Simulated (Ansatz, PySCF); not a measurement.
Torsion H4–Si1–Ge2–Cl3 in ClGeH3Si (SMILES [SiH3][Ge][Cl]); at each angle all else is relaxed with GFN2-xTB, and the levels are single points there.
Geometry at 60° (charge 0, multiplicity 1):
| atom | x (Å) | y (Å) | z (Å) |
|---|---|---|---|
| Si | -0.6829 | -0.0405 | 0.0097 |
| Ge | 1.5028 | -1.1630 | -0.0966 |
| Cl | 1.0595 | -2.7633 | 1.2940 |
| H | -1.0570 | 0.4341 | 1.3509 |
| H | -1.8102 | -0.8715 | -0.4411 |
| H | -0.7260 | 1.1575 | -0.8456 |

On the grid 0° to 120°, 0° is the highest and 60° the lowest point at MP2/CBS(def2-TZVPP, def2-QZVPP) + ΔCCSD(T)/def2-TZVPP.

Correlated levels freeze the cores. Filled d and f shells under p-block atoms count as core. Rows in 6-31G*, STO-3G carry no dispersion term and start afresh at each structure (6-31G* with six Cartesian d functions); the Pople sets are all-electron and without relativity. MP2/6-31G* freezes PySCF's default core, which leaves 3d correlated.

The values were computed with Ansatz (a first-principles code); PySCF for 6-31G* rows, STO-3G rows, the dispersion terms. Each number belongs to the level named beside it.

| level | energy at 0° less that at 60° (kcal/mol) |
|---|---|
| HF/STO-3G | 0.36 |
| SVWN5/def2-TZVPP | 0.15 |
| BLYP-D4/def2-TZVPP | 0.19 |
| r2SCAN-D3(BJ)/def2-TZVPP | 0.24 |
| PBE0-D4/def2-TZVPP | 0.25 |
| wB97M-V/def2-TZVPP | 0.29 |
| MP2/6-31G* | 0.39 |
| SCS-MP2/def2-SVP | ___ |
| CCSD/def2-TZVPP | 0.34 |

Fill in the missing entries.


- SCS-MP2/def2-SVP, energy at 0° less that at 60° (kcal/mol): 0.61
